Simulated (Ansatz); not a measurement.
Cl₃Ti, doublet, at a GFN2-xTB geometry (such geometries of metal compounds can be far from the true shape); B3LYP/3-21G run with Ansatz (a first-principles code).

Here is a job for Ansatz.
Ansatz 0.2 input:
```yaml
crystal:
  periodic: [false, false, false]
  atoms:
    - {symbol: Ti, position_ang: [-0.07313286, -0.25894649, -0.17957005]}
    - {symbol: Cl, position_ang: [2.02625162, -0.11980684, -0.40106979]}
    - {symbol: Cl, position_ang: [-0.74536583, -0.82514572, 1.74484115]}
    - {symbol: Cl, position_ang: [-1.18624328, 1.28005978, -1.11138659]}
basis:
  gaussian:
    orbitals: 3-21G.json
hamiltonian:
  xc: b3lyp
magnetization: {spin_polarized: true, initial_magnetization: 1}
```
The basis file holds 3-21G in the JSON format of the Basis Set Exchange.

Question: What does Ansatz print? Leave out banner, timings and long lists.

Answer: 
```
Functional definition: B3LYP
693 factors; integrals over basis functions are off by at most 1.5e-4 eV
mean field evaluation 1: about -60393.2364 eV, gradient 2.5e1 eV
mean field evaluation 2: about -60171.6911 eV, gradient 2.6e2 eV
mean field evaluation 4: about -60397.2078 eV, gradient 8.6e0 eV
mean field evaluation 8: about -60397.5955 eV, gradient 6.3e-2 eV
mean field evaluation 16: about -60397.5955 eV, gradient 2.5e-4 eV
mean field evaluation 32: about -60397.5955 eV, gradient 1.7e-5 eV
mean field -60397.59552464 eV, -2219.5706965699 hartree, gradient 1.7e-5 eV, S^2 0.754103; 4 other end points of the search recorded, 0 dependent functions left out
reference -60397.59584687 eV, -2219.5707084115 hartree; 37, 36 occupied and 31, 32 virtual orbitals, 693 factors
Total energy: -60397.59584687 eV, -2219.5707084115 hartree
```
